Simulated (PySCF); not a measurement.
## Trend along group 13: MSi molecules

r²SCAN with double-zeta basis sets in PySCF, for the lowest determinant that a PBE0 search found; no spin–orbit coupling. De refers to high-spin ground-configuration atoms. A positive dipole means M(−)Si(+).

| M | basis | state (unpaired electrons) | Re (Å) | ωe (cm⁻¹) | De (eV) | μ (D) |
| --- | --- | --- | --- | --- | --- | --- |
| B | cc-pV(D+d)Z/cc-pVDZ | quartet (σ ↑, π ↑↑) | 1.920 | 766 | 3.66 | 0.34 |
| Al | x2c-SVPall | quartet (σ ↑, π ↑↑) | 2.420 | 382 | 2.71 | -1.37 |
| In | def2-SVPD | quartet (σ ↑, π ↑↑) | 2.620 | 258 | 2.44 | -1.91 |
| Tl | def2-SVP | quartet (σ ↑, π ↑↑) | 2.682 | 232 | 2.32 | -2.50 |

The shortest bond is that of SiB (1.920 Å), the longest that of TlSi (2.682 Å).

The rows differ in basis set, which adds steps of its own.

Down a group the atoms grow and get heavier, so bonds lengthen and wavenumbers fall; this series shows no clear exception.

These are scalar-relativistic numbers at best; spin–orbit coupling would shift them, the dissociation energy most. States were picked by a PBE0 search and need not be the measured ground states.
